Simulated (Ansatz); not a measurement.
Coupled-cluster run, `[OH][Hf]([Cl])([Cl])[SeH]`.

```yaml
crystal:
  periodic: [false, false, false]
  atoms:
    - {symbol: O, position_ang: [-1.186895, 0.920251, 0.246622]}
    - {symbol: Hf, position_ang: [-0.097848, -0.584151, -0.073280]}
    - {symbol: Cl, position_ang: [-0.305303, -2.149828, 1.652289]}
    - {symbol: Cl, position_ang: [-0.669522, -1.615691, -2.093433]}
    - {symbol: Se, position_ang: [2.330104, 0.265304, -0.187103]}
    - {symbol: H, position_ang: [-1.896227, 1.537358, 0.402917]}
    - {symbol: H, position_ang: [1.825702, 1.626757, 0.051988]}
basis:
  gaussian: {orbitals: def2-TZVPP}
correlation: {method: ccsd_t}
```

```sh
$ ansatz run in.yaml --threads 2 --pin off --events-out ev --progress --plain --max-ram 22528MiB --backend cuda --devices 0, --max-vram 18GiB
```

Log, shortened:

```
Functional definition: HF
1549 factors; integrals over basis functions are off by at most 1.2e-3 eV
mean field evaluation 1: about -93676.4386 eV, gradient 4.6e1 eV
mean field evaluation 2: about -93676.6310 eV, gradient 4.6e1 eV
mean field evaluation 4: about -93681.0548 eV, gradient 3.1e0 eV
mean field evaluation 8: about -93681.1164 eV, gradient 3.1e-1 eV
mean field evaluation 16: about -93681.1171 eV, gradient 1.4e-6 eV
mean field -93681.11707789 eV, -3442.7175532706 hartree, gradient 1.4e-6 eV, S^2 0.000000; 0 other end points of the search recorded, 0 dependent functions left out
20 core orbitals not correlated: weight in the atoms' cores, before any rotation towards them, 1.000 or more for the frozen orbitals, at most 0.000 for the correlated occupied ones
reference -93681.11707789 eV, -3442.7175532706 hartree; 25, 25 occupied and 202, 202 virtual orbitals, 1549 factors
second order -32.91717440 eV of doubles, -0.00000000 eV of singles
cycle   1  -32.75980667 eV  change    1.6e-1 eV  update   1.5e-1
cycle   2  -33.48670881 eV  change   -7.3e-1 eV  update   5.8e-2
cycle   3  -33.72112250 eV  change   -2.3e-1 eV  update   2.8e-2
cycle   4  -33.69717507 eV  change    2.4e-2 eV  update   7.9e-3
cycle   5  -33.68963385 eV  change    7.5e-3 eV  update   3.2e-3
cycle   6  -33.69094790 eV  change   -1.3e-3 eV  update   1.0e-3
cycle   7  -33.69075909 eV  change    1.9e-4 eV  update   4.4e-4
cycle   8  -33.69061711 eV  change    1.4e-4 eV  update   1.5e-4
cycle   9  -33.69072775 eV  change   -1.1e-4 eV  update   6.1e-5
cycle  10  -33.69073757 eV  change   -9.8e-6 eV  update   2.2e-5
perturbative correction -1.44979290 eV, -0.0532789064 hartree
Total energy: -93716.25760836 eV, -3444.0089439464 hartree
```

Hardware: 2 threads of an AMD EPYC 7R13 on a shared host and a share of an NVIDIA H100 80 GB. Wall time 3.6 s, peak host memory 0.86 GiB.

Correlation energy per correlated electron: -0.703 eV. T1 diagnostic: 0.0138.
